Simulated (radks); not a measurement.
Q: All-electron atom: the cadmium ion Cd25+ in [Ar] 3d5. Calculated with a radial shooting solver on a logarithmic mesh with Libxc functionals: scalar-relativistic Kohn-Sham, PBE, spin-polarised, spherical densities, finite nucleus; open shells are filled with parallel spins first (spin-orbit coupling, left out, can overturn this in heavy ions); Fermi nuclear charge, rms radius 4.6087 fm. Some entries of the table are withheld. Estimate them.

orbital,occ.,eigenvalue (eV),<1/r> (bohr^-1),<r> (bohr)
1s up,1,-27530.72,50.64,0.03040
1s down,1,-27530.62,50.64,0.03040
2s up,1,-4933.298,11.56,0.1311
2s down,1,-4919.666,11.59,0.1309
2p up,3,-4532.426,11.14,0.1144
2p down,3,-4522.200,11.17,0.1141
3s up,1,-1609.049,4.342,0.3385
3s down,1,-1593.245,4.315,0.3399
3p up,3,(1),4.171,0.3325
3p down,3,(2),4.143,0.3341
3d up,5,-1291.487,3.974,0.3008
3d down,0,-1271.679,3.953,0.3028
4s up,0,-769.8998,2.130,0.6786
4s down,0,-764.5673,2.118,0.6816
4p up,0,-719.6664,(3),0.6883
4p down,0,-714.3118,(4),0.6918

A: 
(1) 3p up eigenvalue (eV): -1478.699
(2) 3p down eigenvalue (eV): -1462.383
(3) 4p up <1/r> (bohr^-1): 2.050
(4) 4p down <1/r> (bohr^-1): 2.038
